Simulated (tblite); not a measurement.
C6H6F6Si3 (carbosilane and low-k precursor), SMILES C[Si](F)(F)C#C[Si](F)(F)C#C[Si](C)(F)F at step 0 of a GFN2-xTB optimisation (tblite, gas phase), coordinates in Å:

```
  1 C     4.8578   -1.4780   -0.3487
  2 Si    4.3421    0.1144    0.4317
  3 F     4.2735   -0.1031    2.0271
  4 F     5.4535    1.2284    0.1091
  5 C     2.6841    0.7331   -0.1550
  6 C     1.6153    1.1427   -0.5399
  7 Si   -0.0392    1.7937   -1.1187
  8 F    -0.0625    1.7803   -2.7173
  9 F    -0.2144    3.2992   -0.6047
 10 C    -1.4834    0.7737   -0.4842
 11 C    -2.4016    0.1104   -0.0827
 12 Si   -3.8239   -0.9306    0.5491
 13 C    -5.4019    0.0109    0.7157
 14 F    -4.0455   -2.1483   -0.4703
 15 F    -3.4238   -1.5132    1.9859
 16 H     5.8245   -1.8074    0.0331
 17 H     4.1305   -2.2695   -0.1390
 18 H     4.9318   -1.3780   -1.4349
 19 H    -5.2947    0.8481    1.4117
 20 H    -5.7154    0.4208   -0.2498
 21 H    -6.2060   -0.6279    1.0825
```

What are the forces on the atoms (eV/Å)?


```
  1 C     0.02   -0.79   -0.43
  2 Si   -0.55    0.52    0.19
  3 F     0.10    0.30   -0.27
  4 F    -0.16   -0.01    0.27
  5 C     0.40   -0.03    0.22
  6 C    -0.60    0.26   -0.22
  7 Si   -0.03   -0.80    0.63
  8 F    -0.03    0.20    0.13
  9 F     0.01   -0.12   -0.26
 10 C     1.09    0.81   -0.51
 11 C    -0.80   -0.78    0.41
 12 Si    0.89    0.26   -0.32
 13 C    -0.73    0.62   -0.03
 14 F     0.17   -0.09    0.21
 15 F     0.10   -0.23   -0.13
 16 H    -0.07   -0.01   -0.10
 17 H     0.22    0.14   -0.09
 18 H     0.05   -0.11    0.22
 19 H    -0.09   -0.17   -0.16
 20 H    -0.01   -0.06    0.26
 21 H     0.03    0.10   -0.03
```
